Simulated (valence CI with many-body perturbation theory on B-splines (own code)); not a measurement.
## Au72+: calculated level list

Computed by valence CI with perturbative core correlation (CI+MBPT): five valence electrons over a frozen Dirac-Fock core [He], radial functions for each j: 11 s, 11 p, 10 d, 8 f, 5 g, 2 h, with the one-electron correlation potential Σ1, the two-electron term Σ2, the three-electron term Σ3, Breit, model QED; selected CI, second order for the rest, scaled by the run's own slope (own B-spline code, finite nucleus).

No measured spectrum was set against this ion. As an estimate, large intervals hold to a few tenths of a per cent, small ones and those within an open d or f shell to about a per cent. Among the levels kept, up to 7600 cm⁻¹ of a level comes from second order outside the variational space, and about a tenth of that is noise between levels of different J, which matters for small intervals.

Levels 46 to 90 of 202, with energies above the lowest level, (2s^2 2p1/2^2 2p3/2) J=3/2. "Leading %" is the weight of the configuration and term that name the level; weights of strongly mixed levels are sums over their largest components and can fall short. In the jj column 3d3/2^4 stands for four electrons in 3d with j = 3/2. Lifetimes count E1, E2, E3, M1 and M2 decay at the calculated energies, and are blank where another channel may lead or the interval is too uncertain; long ones can be off by a factor of two.

| No. | Configuration | Term | J | E (eV) | Leading % | g | Lifetime | Leading jj |
| --- | --- | --- | --- | --- | --- | --- | --- | --- |
| 46 | 2s²2p²3d | ⁴D | 1/2 | 12747 | 78 | 0.253 | 2.74 fs | 2s^2 2p1/2 2p3/2 3d3/2 (100 %) |
| 47 | 2s²2p²3d | ²G | 7/2 | 12757 | 56 | 0.991 | 18.1 fs | 2s^2 2p1/2 2p3/2 3d3/2 (99 %) |
| 48 | 2s²2p²3d | ²D | 5/2 | 12774 | 37 | 1.111 | 407 as | 2s^2 2p1/2 2p3/2 3d3/2 (99 %) |
| 49 | 2s²2p²3d | ²D | 3/2 | 12780 | 47 | 1.094 | 395 as | 2s^2 2p1/2 2p3/2 3d3/2 (99 %) |
| 50 | 2s²2p²3d | ²P | 1/2 | 12791 | 39 | 1.575 | 373 as | 2s^2 2p1/2 2p3/2 3d3/2 (99 %) |
| 51 | 2s²2p²3d | ⁴D | 7/2 | 12874 | 46 | 1.292 | 23.9 fs | 2s^2 2p1/2 2p3/2 3d5/2 (98 %) |
| 52 | 2s²2p²3d | ²P | 3/2 | 12895 | 41 | 1.310 | 679 as | 2s^2 2p1/2 2p3/2 3d5/2 (99 %) |
| 53 | 2s²2p²3d | ²G | 9/2 | 12895 | 65 | 1.159 | 3.60 ps | 2s^2 2p1/2 2p3/2 3d5/2 (100 %) |
| 54 | 2s²2p²3d | ²F | 5/2 | 12897 | 44 | 1.127 | 530 as | 2s^2 2p1/2 2p3/2 3d5/2 (99 %) |
| 55 | 2s²2p²3d | ²D | 5/2 | 12914 | 57 | 1.248 | 362 as | 2s^2 2p1/2 2p3/2 3d5/2 (98 %) |
| 56 | 2s²2p²3d | ²F | 7/2 | 12922 | 70 | 1.122 | 323 as | 2s^2 2p1/2 2p3/2 3d5/2 (98 %) |
| 57 | 2s²2p²3d | ²D | 3/2 | 12931 | 57 | 0.958 | 481 as | 2s^2 2p1/2 2p3/2 3d5/2 (99 %) |
| 58 | 2s²2p²3d | ²P | 1/2 | 12936 | 56 | 1.232 | 460 as | 2s^2 2p1/2 2p3/2 3d5/2 (99 %) |
| 59 | 2s2p³3p | ⁴D | 7/2 | 12971 | 49 | 1.407 | 41.0 fs | 2s 2p1/2^2 2p3/2 3p3/2 (97 %) |
| 60 | 2s2p³3p | ²P | 3/2 | 12982 | 31 | 1.484 | 2.38 fs | 2s 2p1/2^2 2p3/2 3p3/2 (98 %) |
| 61 | 2s2p³3p | ⁴P | 5/2 | 13002 | 38 | 1.393 | 2.56 fs | 2s 2p1/2^2 2p3/2 3p3/2 (99 %) |
| 62 | 2s2p³3p | ²P | 1/2 | 13006 | 41 | 1.378 | 1.53 fs | 2s 2p1/2^2 2p3/2 3p3/2 (100 %) |
| 63 | 2s2p³3p | ²D | 5/2 | 13075 | 33 | 1.253 | 3.05 fs | 2s 2p1/2^2 2p3/2 3p3/2 (99 %) |
| 64 | 2s2p³3d | ⁴D° | 5/2 | 13080 | 30 | 1.225 | 4.77 fs | 2s 2p1/2^2 2p3/2 3d3/2 (100 %) |
| 65 | 2s2p³3d | ⁴D° | 3/2 | 13086 | 30 | 1.322 | 2.27 fs | 2s 2p1/2^2 2p3/2 3d3/2 (100 %) |
| 66 | 2s2p³3d | ²F° | 7/2 | 13089 | 26 | 1.201 | 20.6 fs | 2s 2p1/2^2 2p3/2 3d3/2 (98 %) |
| 67 | 2s2p³3d | ⁴P° | 1/2 | 13092 | 47 | 2.187 | 5.09 fs | 2s 2p1/2^2 2p3/2 3d3/2 (100 %) |
| 68 | 2s2p³3p | ²P | 3/2 | 13095 | 37 | 1.219 | 3.50 fs | 2s 2p1/2^2 2p3/2 3p3/2 (99 %) |
| 69 | 2s2p³3p | ⁴P | 1/2 | 13100 | 38 | 1.734 | 21.0 fs | 2s 2p1/2^2 2p3/2 3p3/2 (99 %) |
| 70 | 2s2p³3d | ²D° | 3/2 | 13177 | 37 | 0.902 | 4.32 fs | 2s 2p1/2^2 2p3/2 3d3/2 (95 %) |
| 71 | 2s2p³3d | ²F° | 5/2 | 13182 | 37 | 0.917 | 8.12 fs | 2s 2p1/2^2 2p3/2 3d3/2 (100 %) |
| 72 | 2s2p³3d | ⁴D° | 1/2 | 13192 | 46 | 0.597 | 2.31 fs | 2s 2p1/2^2 2p3/2 3d3/2 (99 %) |
| 73 | 2s2p³3d | ⁴F° | 9/2 | 13213 | 51 | 1.316 | 3.63 ps | 2s 2p1/2^2 2p3/2 3d5/2 (100 %) |
| 74 | 2s2p³3d | ⁴D° | 5/2 | 13240 | 30 | 1.315 | 597 as | 2s 2p1/2^2 2p3/2 3d5/2 (100 %) |
| 75 | 2s2p³3d | ⁴D° | 7/2 | 13247 | 41 | 1.281 | 379 as | 2s 2p1/2^2 2p3/2 3d5/2 (98 %) |
| 76 | 2s2p³3d | ²D° | 3/2 | 13258 | 34 | 1.165 | 569 as | 2s 2p1/2^2 2p3/2 3d5/2 (95 %) |
| 77 | 2s2p³3d | ²P° | 1/2 | 13276 | 52 | 0.749 | 498 as | 2s 2p1/2^2 2p3/2 3d5/2 (99 %) |
| 78 | 2s2p³3d | ²F° | 7/2 | 13324 | 35 | 1.167 | 1.75 fs | 2s 2p1/2^2 2p3/2 3d5/2 (100 %) |
| 79 | 2s2p³3d | ²D° | 5/2 | 13341 | 40 | 1.138 | 359 as | 2s 2p1/2^2 2p3/2 3d5/2 (99 %) |
| 80 | 2s2p³3d | ²P° | 3/2 | 13344 | 33 | 1.261 | 530 as | 2s 2p1/2^2 2p3/2 3d5/2 (100 %) |
| 81 | 2s²2p²3s | ⁴P | 5/2 | 13907 | 65 | 1.425 | 7.39 fs | 2s^2 2p3/2^2 3s (99 %) |
| 82 | 2s²2p²3s | ²P | 3/2 | 13919 | 55 | 1.149 | 2.39 fs | 2s^2 2p3/2^2 3s (99 %) |
| 83 | 2s²2p²3s | ²S | 1/2 | 13981 | 67 | 1.976 | 4.04 fs | 2s^2 2p3/2^2 3s (99 %) |
| 84 | 2s²2p²3p | ⁴P° | 3/2 | 14043 | 28 | 1.419 | 151 fs | 2s^2 2p3/2^2 3p1/2 (98 %) |
| 85 | 2s²2p²3p | ²D° | 5/2 | 14045 | 38 | 1.162 | 170 fs | 2s^2 2p3/2^2 3p1/2 (98 %) |
| 86 | 2s²2p²3p | ²P° | 1/2 | 14114 | 74 | 0.645 | 174 fs | 2s^2 2p3/2^2 3p1/2 (98 %) |
| 87 | 2s²2p²4s | ⁴P | 1/2 | 14166 | 45 | 1.992 | 4.70 fs | 2s^2 2p1/2^2 4s (100 %) |
| 88 | 2s2p³3s | ⁶S° | 5/2 | 14171 | 50 | 1.635 | 9.93 fs | 2s 2p1/2 2p3/2^2 3s (99 %) |
| 89 | 2s2p³3s | ⁴S° | 3/2 | 14204 | 49 | 1.467 | 2.57 fs | 2s 2p1/2 2p3/2^2 3s (99 %) |
| 90 | 2s²2p²4p | ²P° | 1/2 | 14214 | 47 | 0.652 | 7.42 fs | 2s^2 2p1/2^2 4p1/2 (100 %) |
